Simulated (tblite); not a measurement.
Compound: C₅H₈F₃P.
Numbering: `[CH3:1][CH:2]([CH3:3])/[CH:4]=[P:5]\[C:6]([F:7])([F:8])[F:9]` (hydrogens: H10, H11, H12 on C1; H13 on C2; H14, H15, H16 on C3; H17 on C4)

Structure used (GFN2-xTB), in Å, numbered top down from 1:
```
atom  x, y, z in Å
C1    -0.9267    1.0716    1.0116
C2    -0.5562    0.0096   -0.0309
C3    -1.8083   -0.7080   -0.5363
C4     0.3596   -0.9795    0.6117
P5     2.0110   -1.2179    0.5348
C6     2.5182    0.1429   -0.7089
F7     3.8512    0.1421   -0.8549
F8     2.0003   -0.0364   -1.9362
F9     2.1796    1.3841   -0.3214
H10   -1.6244    1.7829    0.5774
H11   -0.0405    1.6111    1.3371
H12   -1.3935    0.6097    1.8787
H13   -0.0763    0.5075   -0.8755
H14   -2.3370   -1.1822    0.2881
H15   -1.5437   -1.4702   -1.2658
H16   -2.4775    0.0051   -1.0112
H17   -0.1429   -1.6605    1.2920
```

All values are computed: GFN2-xTB (tblite) harmonic vibrations without scaling, gas phase. This tight-binding method is rough: wavenumbers can miss measured ones by several per cent, in bad cases by 10 to 20. One conformer, not necessarily the lowest.

Harmonic wavenumbers (cm⁻¹): 39.7, 69.0, 109.1, 115.6, 198.8, 205.5, 229.8, 241.3, 312.1, 332.5, 410.5, 425.3, 453.4, 472.2, 511.8, 658.2, 785.1, 841.5, 941.3, 952.7, 982.7, 1034.4, 1042.3, 1071.6, 1074.0, 1121.1, 1160.1, 1203.2, 1271.3, 1291.3, 1377.7, 1402.4, 1417.1, 1486.9, 1489.5, 1497.1, 1501.4, 2985.4, 3015.3, 3029.6, 3036.5, 3037.6, 3042.0, 3045.3, 3046.1.

A = 2215, B = 867.3, C = 812.3 MHz; mass 156.032 u (most abundant isotopes); point group C1, symmetry number 1.

Task: Zero-point energy?

Result: Half the sum of the wavenumbers: 26984 cm⁻¹ = 322.80 kJ/mol.

Task: Entropy at 298.15 K, 1 bar (ideal gas, RRHO, classical rotation)?

Result: Translation 171.84, rotation 124.31, vibration 134.11: S = 430.3 J/(mol K).

Task: And Cp and H(298.15 K) − H(0)?

Result: Cp = 164.87 J/(mol K), of which vibrations give 131.61 (their classical limit is 45 R = 374.2); H(298.15 K) − H(0) = 30.79 kJ/mol without the zero-point energy, 20.88 from vibrations.

Task: How do the functions run with temperature in this model?

Result: 
| T (K) | S (J/(mol K)) | Cp (J/(mol K)) | H − H(0) (kJ/mol) | G − H(0) (kJ/mol) | ln q(vib) |
| --- | --- | --- | --- | --- | --- |
| 50 | 251.7 | 56.9 | 2.15 | -10.43 | 0.62 |
| 100 | 299.7 | 84.3 | 5.69 | -24.28 | 1.95 |
| 373.15 | 470.2 | 191.6 | 44.18 | -131.27 | 9.80 |
| 500 | 531.9 | 230.4 | 71.04 | -194.90 | 13.20 |
| 750 | 636.2 | 283.5 | 135.83 | -341.35 | 19.43 |
| 1000 | 722.8 | 317.4 | 211.23 | -511.54 | 25.06 |

q(vib) and H(0) count from the zero-point level.

Task: What must be added to the electronic energy to get the Gibbs energy at 298.15 K and 1 bar?

Result: ZPE + [H(298.15 K) − H(0)] − T·S = 322.80 + 30.79 − 128.28 = 225.31 kJ/mol.

Task: Blend soft modes into free rotors: weight 1/[1 + (100 cm⁻¹/ν̃)⁴] for the oscillator and the rest for a rotor with moment μB/(μ + B), μ = h/(8π²ν), B = 10⁻⁴⁴ kg m². What vibrational entropy results?

Result: 123.25 J/(mol K) in place of 134.11, which changes −T·S at 298.15 K by +3.24 kJ/mol.

Task: Which modes carry the vibrational entropy at 298.15 K?

Result: 39.7 cm⁻¹: 22.07; 69.0 cm⁻¹: 17.50; 109.1 cm⁻¹: 13.74; 115.6 cm⁻¹: 13.27; 198.8 cm⁻¹: 8.97; 205.5 cm⁻¹: 8.72 J/(mol K); the other 39 give 49.85 together.

Hindered rotation and anharmonicity are outside this model. Other conformers, if any are populated, would add a mixing term that is left out. The structure is chiral; the term R ln 2 for an equal mix with its mirror image is left out.
